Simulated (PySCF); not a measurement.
# Energy of Re+ (rhenium, charge +1) between two integer charges

The 6s alpha orbital of [Xe] 4f14 5d5 6s1 is emptied in steps (occupation f), with all orbitals relaxed, ending at [Xe] 4f14 5d5. Calculation: PySCF 2.14, in aug-cc-pVTZ-PP with ECP60MDF; a scalar-relativistic core potential. The exact energy is a straight line in f; departures are measured from the line between the end points of the same method.

| f | BHandHLYP (eV) | wB97X (eV) | BLYP (eV) |
| --- | --- | --- | --- |
| 1 | 0.000 | 0.000 | 0.000 |
| 0.8 | -0.267 | -0.053 | -0.587 |
| 0.6 | -0.402 | -0.078 | -0.884 |
| 0.4 | -0.402 | -0.076 | -0.887 |
| 0.2 | -0.269 | -0.049 | -0.594 |
| 0 | 0.000 | 0.000 | 0.000 |

```
   method  E(f=0) − E(f=1) (eV)  −ε at f=1 (eV)  −ε at f=0.4 (eV)
BHandHLYP                16.340          14.672            16.672
    wB97X                16.163          15.830            16.238
     BLYP                16.836          13.182            17.560
```

Orbital energy along the path (eV):

```csv
f,BHandHLYP,wB97X,BLYP
1,-14.672,-15.830,-13.182
0.8,-15.335,-15.969,-14.623
0.6,-16.002,-16.106,-16.083
0.4,-16.672,-16.238,-17.560
0.2,-17.345,-16.356,-19.052
0,-18.019,-16.457,-20.557
```

Reference removal energy between the ground levels: 16.6 ± 0.5 eV (semi-empirical (NIST evaluation); NIST Atomic Spectra Database, ionization energies).
